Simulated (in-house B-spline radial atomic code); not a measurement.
## Binding energies in Sr27+

NIST's tabulated ground configuration is [Ne] 3s1; each binding energy is the energy of the ion with one electron taken from that subshell, relaxed, less that of the parent. Computed with a B-spline radial code for spherical atoms: Dirac-Hartree-Fock, average of configuration, Fermi nucleus of rms radius 4.224 fm. Energies include first-order Breit, QED and recoil terms.

```tsv
subshell	X-ray name	binding energy (eV)	-ε (eV)	relaxation (eV)
2p1/2	L2	3334.8	3342.5	3.9
2p3/2	L3	3264.6	3271.0	3.7
3s	M1	1386.4	1387.4	0.1
```

Relaxation = -ε minus the binding energy without Breit, QED and recoil terms.

Emission lines follow as differences of binding energies, with λ = 12398.42 eV·Å / E:

| line | holes | energy (eV) | wavelength (Å) |
| --- | --- | --- | --- |
| L3-M1 | 2p3/2 → 3s | 1878.2 | 6.6012 |
